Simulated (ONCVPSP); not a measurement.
# Varying the ONCV potential for silicon

Base potential:

Si (Z = 14), optimised norm-conserving Vanderbilt (ONCV), made with ONCVPSP 4.0.1 (PBEsol, scalar-relativistic). Core [Ne], reference 3s2 3p1.75 (charge +0.25). Waves: 3s: rc 1.95 bohr, ncon 4, nbas 8, qcut 3.5 1/bohr, 2 projectors, debl 2.3 Ha; 3p: rc 1.50 bohr, ncon 4, nbas 8, qcut 5.6 1/bohr, 1 projector. Local part: polynomial inside 1.25 bohr (lpopt 5, dvloc0 -1 Ha). Core correction: Teter function, fcfact 3.75, rcfact 1.8.

All-electron outer shells of the reference configuration (PBEsol, scalar-relativistic, ld1.x):

| shell | level (eV) | outermost node (bohr) | outermost maximum (bohr) |
| --- | --- | --- | --- |
| 2s | -141.26 | 0.15 | 0.45 |
| 2p | -97.55 | – | 0.39 |
| 3s | -12.67 | 0.72 | 1.77 |
| 3p | -5.80 | 0.72 | 2.11 |

Cutoffs, loose and tight: the cutoffs (Ha) at which the residual kinetic energy of the hardest occupied pseudo-wave falls to 1 and 0.1 mHa per electron. They do not see the model core or the augmentation charge, which bear on the density cutoff. Test errors are all-electron minus pseudo excitation energies from the reference, over the configurations 3s2 3p2; 3s2 3p1; 3s2 3p0; 3s1 3p0. A dash means not determined; rows that change the core or the reference have their own tests.

```tsv
change	outcome	cutoff, loose	cutoff, tight	bound ghosts	GHOST(+) flags above zero	largest test error (meV)
base	generated	7.4 Ha	59 Ha	none	s	-329
p: qcut 4.6	generated	7.4 Ha	77 Ha	none	s	-329
s: qcut 2.9; p: qcut 4.6	generated	22 Ha	77 Ha	none	s	-337
functional PBE	generated	7.3 Ha	58 Ha	none	s	-356
s: debl 0.75	generated	7.4 Ha	59 Ha	none	s	-329
s: rc 2.4	generated	5.0 Ha	59 Ha	none	s	-362
p: rc 1.72	generated	7.4 Ha	39 Ha	none	s	-324
core correction Teter function, fcfact 3.75, rcfact 1.04	generated	7.4 Ha	59 Ha	none	s	+26
local potential polynomial inside 1.25 bohr (lpopt 5, dvloc0 9.5 Ha)	generated	7.4 Ha	59 Ha	none	none	-329
```

Problem. What comes out with this change to the base: reference 3s1.5 3p2.5?

Solution. outcome: generated; cutoff, loose: 7.4 Ha; cutoff, tight: 57 Ha; bound ghosts: none; GHOST(+) flags above zero: s; largest test error (meV): -23.

Problem. What comes out with this change to the base: core correction Teter function, fcfact 4.4, rcfact 1.8?

Solution. outcome: generated; cutoff, loose: 7.4 Ha; cutoff, tight: 59 Ha; bound ghosts: none; GHOST(+) flags above zero: s; largest test error (meV): -370.
